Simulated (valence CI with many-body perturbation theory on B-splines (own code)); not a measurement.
## Ba XLII: electric-dipole lines

Calculated by relativistic CI+MBPT: five valence electrons over a frozen Dirac-Fock core [Ne], a basis of 9 s, 9 p, 8 d, 6 f, 3 g, 1 h functions for each j, with the one-electron correlation potential Σ1 (screened to all orders), the two-electron term Σ2, the three-electron term Σ3, Breit, model QED; selected single and double excitations, second order for the rest (own B-spline code, finite nucleus).

No measured spectrum was set against this ion. As an estimate, large intervals hold to a few tenths of a per cent, small ones and those within an open d or f shell to about a per cent. Among the levels kept, up to 640 cm⁻¹ of a level comes from second order outside the variational space, and about a tenth of that is noise between levels of different J, which matters for small intervals.

Lines 101 to 150 of 211 in falling wavelength, among levels below 29.543 Ry, chosen from the strongest by gf and those to the six lowest levels. Wavelengths and rates use the calculated energies. Electric multipoles are in the length gauge, E1 and E2 with the static RPA response of the core. Weak lines are less certain than strong ones. Lines between different terms over intervals too small for the method are left out, as are lines whose strength nearly cancels. The highest levels of a list are the least certain.

Levels are named by their leading jj configuration (3d3/2^4 stands for four electrons in 3d with j = 3/2), which in mixed levels can hold well under half, so a name can repeat and another be missing. Letters in brackets count levels of one name in rising energy.

| λ vac (nm) | Upper | Lower | A (s⁻¹) | S (a.u.) |
| --- | --- | --- | --- | --- |
| 7.754 | (3s^2 3p1/2 3p3/2 3d3/2) J=3/2 [a] | (3s^2 3p1/2 3p3/2^2) J=3/2 | 1.93e+08 | 1.78e-04 |
| 7.728 | (3s^2 3p1/2 3p3/2 3d3/2) J=1/2 [a] | (3s^2 3p1/2 3p3/2^2) J=3/2 | 7.11e+08 | 3.24e-04 |
| 7.647 | (3s^2 3p1/2 3p3/2 3d5/2) J=3/2 [a] | (3s^2 3p1/2 3p3/2^2) J=1/2 | 1.55e+08 | 1.37e-04 |
| 7.591 | (3s 3p1/2^2 3p3/2 3d3/2) J=5/2 [b] | (3s 3p1/2^2 3p3/2^2) J=3/2 | 5.60e+08 | 7.26e-04 |
| 7.473 | (3s 3p1/2^2 3p3/2 3d5/2) J=5/2 | (3s 3p1/2^2 3p3/2^2) J=3/2 | 1.31e+09 | 1.62e-03 |
| 7.463 | (3s 3p1/2^2 3p3/2 3d3/2) J=1/2 [b] | (3s 3p1/2^2 3p3/2^2) J=3/2 | 1.58e+09 | 6.48e-04 |
| 7.429 | (3s 3p1/2^2 3p3/2 3d3/2) J=1/2 [b] | (3s 3p1/2^2 3p3/2^2) J=1/2 | 2.29e+09 | 9.25e-04 |
| 7.296 | (3s 3p1/2^2 3p3/2 3d3/2) J=5/2 [a] | (3s^2 3p1/2^2 3d5/2) J=5/2 | 3.45e+08 | 3.97e-04 |
| 7.292 | (3s^2 3p3/2^2 3d3/2) J=5/2 | (3s^2 3p3/2^3) J=3/2 | 2.83e+09 | 3.25e-03 |
| 7.254 | (3s^2 3p3/2^2 3d3/2) J=1/2 | (3s^2 3p3/2^3) J=3/2 | 1.17e+09 | 4.40e-04 |
| 7.233 | (3s 3p1/2^2 3p3/2 3d3/2) J=3/2 [a] | (3s^2 3p1/2^2 3d5/2) J=5/2 | 2.14e+09 | 1.60e-03 |
| 7.226 | (3s 3p1/2^2 3p3/2 3d5/2) J=3/2 | (3s 3p1/2^2 3p3/2^2) J=3/2 | 3.24e+09 | 2.42e-03 |
| 7.204 | (3s^2 3p1/2 3p3/2 3d5/2) J=7/2 [a] | (3s^2 3p1/2 3p3/2^2) J=5/2 | 2.84e+08 | 4.20e-04 |
| 7.194 | (3s 3p1/2^2 3p3/2 3d5/2) J=3/2 | (3s 3p1/2^2 3p3/2^2) J=1/2 | 2.14e+09 | 1.57e-03 |
| 7.179 | (3s^2 3p1/2 3p3/2 3d5/2) J=3/2 [a] | (3s^2 3p1/2 3p3/2^2) J=5/2 | 2.95e+08 | 2.16e-04 |
| 7.151 | (3s^2 3p1/2 3p3/2 3d3/2) J=3/2 [b] | (3s^2 3p1/2 3p3/2^2) J=1/2 | 2.09e+07 | 1.51e-05 |
| 7.145 | (3s^2 3p1/2 3p3/2 3d3/2) J=1/2 [b] | (3s^2 3p1/2 3p3/2^2) J=1/2 | 6.03e+08 | 2.17e-04 |
| 7.089 | (3s 3p1/2^2 3p3/2 3d3/2) J=7/2 | (3s^2 3p1/2^2 3d5/2) J=5/2 | 2.35e+09 | 3.30e-03 |
| 7.004 | (3s^2 3p1/2 3p3/2 3d5/2) J=5/2 [a] | (3s^2 3p1/2 3p3/2^2) J=5/2 | 7.83e+08 | 7.96e-04 |
| 6.883 | (3s^2 3p1/2 3p3/2 3d3/2) J=5/2 [b] | (3s^2 3p1/2 3p3/2^2) J=5/2 | 7.55e+09 | 7.29e-03 |
| 6.840 | (3s^2 3p1/2 3p3/2 3d5/2) J=3/2 [a] | (3s^2 3p1/2 3p3/2^2) J=3/2 | 3.74e+09 | 2.36e-03 |
| 6.777 | (3s 3p1/2^2 3p3/2 3d5/2) J=5/2 | (3s 3p1/2^2 3p3/2^2) J=5/2 | 1.08e+10 | 9.96e-03 |
| 6.749 | (3s^2 3p1/2^2 3d5/2) J=5/2 | (3s^2 3p1/2^2 3p3/2) J=3/2 | 1.35e+10 | 1.23e-02 |
| 6.740 | (3s^2 3p1/2 3p3/2 3d3/2) J=3/2 [b] | (3s^2 3p1/2 3p3/2^2) J=5/2 | 9.46e+08 | 5.72e-04 |
| 6.685 | (3s^2 3p3/2^2 3d3/2) J=3/2 [b] | (3s^2 3p3/2^3) J=3/2 | 6.77e+09 | 3.99e-03 |
| 6.681 | (3s^2 3p1/2 3p3/2 3d5/2) J=5/2 [a] | (3s^2 3p1/2 3p3/2^2) J=3/2 | 1.14e+10 | 1.01e-02 |
| 6.612 | (3s 3p1/2^2 3p3/2 3d3/2) J=3/2 [b] | (3s^2 3p1/2^2 3d5/2) J=5/2 | 5.14e+09 | 2.93e-03 |
| 6.573 | (3s 3p1/2^2 3p3/2 3d5/2) J=3/2 | (3s 3p1/2^2 3p3/2^2) J=5/2 | 4.72e+09 | 2.64e-03 |
| 6.571 | (3s^2 3p1/2 3p3/2 3d3/2) J=5/2 [b] | (3s^2 3p1/2 3p3/2^2) J=3/2 | 2.65e+09 | 2.23e-03 |
| 6.517 | (3s^2 3p1/2 3p3/2 3d5/2) J=3/2 [b] | (3s^2 3p1/2 3p3/2^2) J=1/2 | 2.60e+10 | 1.42e-02 |
| 6.456 | (3s 3p1/2^2 3p3/2 3d5/2) J=7/2 | (3s 3p1/2^2 3p3/2^2) J=5/2 | 5.73e+10 | 6.09e-02 |
| 6.446 | (3s^2 3p1/2 3p3/2 3d5/2) J=1/2 | (3s^2 3p1/2 3p3/2^2) J=1/2 | 5.24e+10 | 1.38e-02 |
| 6.440 | (3s^2 3p1/2 3p3/2 3d3/2) J=3/2 [b] | (3s^2 3p1/2 3p3/2^2) J=3/2 | 6.39e+08 | 3.37e-04 |
| 6.435 | (3s^2 3p1/2 3p3/2 3d3/2) J=1/2 [b] | (3s^2 3p1/2 3p3/2^2) J=3/2 | 1.05e+08 | 2.77e-05 |
| 6.382 | (3s 3p1/2^2 3p3/2 3d3/2) J=5/2 [a] | (3s^2 3p1/2^2 3d3/2) J=3/2 | 4.13e+08 | 3.18e-04 |
| 6.334 | (3s 3p1/2^2 3p3/2 3d3/2) J=3/2 [a] | (3s^2 3p1/2^2 3d3/2) J=3/2 | 2.96e+09 | 1.49e-03 |
| 6.311 | (3s 3p1/2^2 3p3/2 3d3/2) J=1/2 [a] | (3s^2 3p1/2^2 3d3/2) J=3/2 | 5.24e+08 | 1.30e-04 |
| 6.273 | (3s^2 3p1/2 3p3/2 3d5/2) J=7/2 [b] | (3s^2 3p1/2 3p3/2^2) J=5/2 | 1.34e+11 | 1.31e-01 |
| 6.223 | (3s^2 3p1/2 3p3/2 3d5/2) J=3/2 [c] | (3s^2 3p1/2 3p3/2^2) J=1/2 | 4.85e+10 | 2.31e-02 |
| 6.206 | (3s^2 3p1/2 3p3/2 3d5/2) J=5/2 [b] | (3s^2 3p1/2 3p3/2^2) J=5/2 | 6.78e+09 | 4.80e-03 |
| 6.193 | (3s 3p1/2^2 3p3/2 3d3/2) J=5/2 [b] | (3s^2 3p1/2^2 3d5/2) J=5/2 | 2.11e+09 | 1.48e-03 |
| 6.174 | (3s^2 3p1/2 3p3/2 3d5/2) J=3/2 [b] | (3s^2 3p1/2 3p3/2^2) J=5/2 | 1.72e+10 | 7.97e-03 |
| 6.114 | (3s 3p1/2^2 3p3/2 3d5/2) J=5/2 | (3s^2 3p1/2^2 3d5/2) J=5/2 | 5.64e+10 | 3.82e-02 |
| 6.092 | (3s 3p1/2^2 3p3/2^2) J=5/2 | (3s^2 3p1/2^2 3p3/2) J=3/2 | 9.06e+10 | 6.07e-02 |
| 6.019 | (3s^2 3p3/2^2 3d5/2) J=3/2 | (3s^2 3p3/2^3) J=3/2 | 2.77e+11 | 1.19e-01 |
| 5.951 | (3s^2 3p1/2 3p3/2 3d5/2) J=5/2 [b] | (3s^2 3p1/2 3p3/2^2) J=3/2 | 2.44e+11 | 1.52e-01 |
| 5.947 | (3s 3p1/2^2 3p3/2 3d5/2) J=3/2 | (3s^2 3p1/2^2 3d5/2) J=5/2 | 2.87e+10 | 1.19e-02 |
| 5.921 | (3s^2 3p1/2 3p3/2 3d5/2) J=3/2 [b] | (3s^2 3p1/2 3p3/2^2) J=3/2 | 6.53e+10 | 2.68e-02 |
| 5.910 | (3s^2 3p1/2 3p3/2 3d5/2) J=3/2 [c] | (3s^2 3p1/2 3p3/2^2) J=5/2 | 3.84e+10 | 1.56e-02 |
| 5.902 | (3s^2 3p3/2^2 3d5/2) J=5/2 [b] | (3s^2 3p3/2^3) J=3/2 | 3.76e+11 | 2.29e-01 |
